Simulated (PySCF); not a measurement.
Species: C7H10NOP.
Numbering: `[CH3:1][CH2:2][P@H:3](=[O:4])[c:5]1[cH:6][cH:7][cH:8][n:9][cH:10]1`

Geometry (GFN2-xTB, Å), atoms numbered from 1 in this order:
```
atom  x, y, z in Å
C1    -2.2668    0.6958   -1.0863
C2    -2.2506    0.0703    0.2975
P3    -0.9792   -1.2284    0.5349
O4    -1.0000   -1.8303    1.8693
C5     0.6158   -0.5005    0.0764
C6     1.4676   -0.0896    1.0937
C7     2.6791    0.4888    0.7552
C8     2.9797    0.6324   -0.5924
N9     2.1771    0.2335   -1.5656
C10    1.0263   -0.3226   -1.2398
H11   -3.0777    1.4173   -1.1646
H12   -1.3296    1.2099   -1.2902
H13   -2.4122   -0.0673   -1.8480
H14   -3.2062   -0.4098    0.5305
H15   -2.0679    0.8192    1.0756
H16   -1.2208   -2.1206   -0.5127
H17    1.1707   -0.2414    2.1223
H18    3.3733    0.8183    1.5124
H19    3.9095    1.0823   -0.9146
H20    0.4067   -0.6467   -2.0665
```

Definitions: NICS(0) = −σiso at the ring centroid; NICS(1) = −σiso and NICS(1)zz = −σzz at ±1 Å along the ring normal z. Level: GIAO PBE0/pcSseg-1 (PySCF, non-relativistic, gas phase) on the GFN2-xTB geometry, one conformer.

Ring bond lengths (Å), with Mayer bond orders in brackets: C5–C6 1.389 (1.42), C6–C7 1.384 (1.43), C7–C8 1.388 (1.39), C8–N9 1.323 (1.47), N9–C10 1.319 (1.49), C10–C5 1.390 (1.35).

Give the NICS values of each ring in ppm.

```csv
ring,type,NICS(0),"NICS(1), two faces","NICS(1)zz, two faces",rms pucker (Å),"centre to ring atoms, mean (Å)"
C5–C6–C7–C8–N9–C10,6-membered ring with N; formal bonds all aromatic,-7.2,-11.3 / -11.3,-28.2 / -29.0,0.00,1.37
```

What do they say, and how far can they be read as aromaticity?

- C5–C6–C7–C8–N9–C10: mean NICS(1)zz -28.6 ppm, shielded. The ring is flat and has no four-coordinate atom; by the NICS criterion it is aromatic.

How equal are the bonds by HOMA? HOMA = 1 − mean of α(R − Ropt)² over the ring bonds, with Krygowski's 1993 parameters (CC: Ropt 1.388 Å, α 257.7 Å⁻²; CN: Ropt 1.334 Å, α 93.52 Å⁻²).

- C5–C6–C7–C8–N9–C10: HOMA 0.99; the largest term is that of N9–C10, α(R − Ropt)² = 0.02. The geometric and the magnetic index point the same way.

At the second NICS(1) probe listed for ring C5–C6–C7–C8–N9–C10, 1 Å off the ring, what do the in-plane components average?

The isotropic value is a third of the trace: (3 × -11.3 − (-29.0))/2 = -2.5 ppm.

The run took about 2.1 min of CPU time (one thread, shared machine). This is the whole shielding run at PBE0/pcSseg-1, SCF included.
